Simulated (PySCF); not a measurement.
C3H11GaO2, singlet at its GFN2-xTB optimised geometry (Å):

```
17

Ga    -1.2931    -0.1027     0.0000
C     -1.6752     1.9031     0.0000
H     -1.3311     2.3768     0.9193
H     -2.7420     2.1120    -0.0946
H     -1.1678     2.3805    -0.8405
C     -1.6692    -1.4328     1.5032
H     -2.7358    -1.6377     1.6069
H     -1.3145    -1.0606     2.4644
H     -1.1675    -2.3805     1.2982
O     -1.0744    -0.8318    -1.6194
H     -1.7324    -1.1064    -2.2492
C      2.1596     0.1165     0.5575
O      0.8780    -0.1027     0.0000
H      2.7023    -0.8254     0.6717
H      2.0082     0.5625     1.5387
H      2.7420     0.8030    -0.0626
H      0.9349    -0.5018    -0.8795
```

Level of theory: PySCF 2.14.0 with CAM-B3LYP/def2-SVP. Cells within 0.4 Å of a nucleus heavier than hydrogen are left out (blank, or x).

Map of the log10 of the electron density (e/bohr³), floored at −4 on the plane z = 0.0 Å:

```
|00000000000000000000000000000|
|00000000000000000000000000000|
|00000000000000000000000000000|
|00000011222211000000000000000|
|00001223333322100000000000000|
|00012344445443200000000000000|
|00023456666654210000000000000|
|00134577777764310000010000000|
|001346888xx764321011222210000|
|001346778xx764322223344321000|
|00124567788764333334555542100|
|00013456677765455555677643100|
|00012345677765567766788653100|
|00001345689976678887787643100|
|0000124569xx8678xx87777542100|
|0000124569xx8668xx87776542100|
|00001235678865678876666542100|
|00001234566655556655555432000|
|00001234455544444443444431000|
|00001223444443322222333220000|
|00000122334332211101111100000|
|00000112233332100000000000000|
|00000001122221100000000000000|
|00000000111111000000000000000|
|00000000000000000000000000000|
|00000000000000000000000000000|
|00000000000000000000000000000|
|00000000000000000000000000000|
|00000000000000000000000000000|
```
Scale: ten equal steps from -4.00 (start of '0') to 0.128 (end of '9'), in the order '0123456789'; x runs from -5.00 to 5.00, y from -5.00 (bottom) to 5.00 (top).
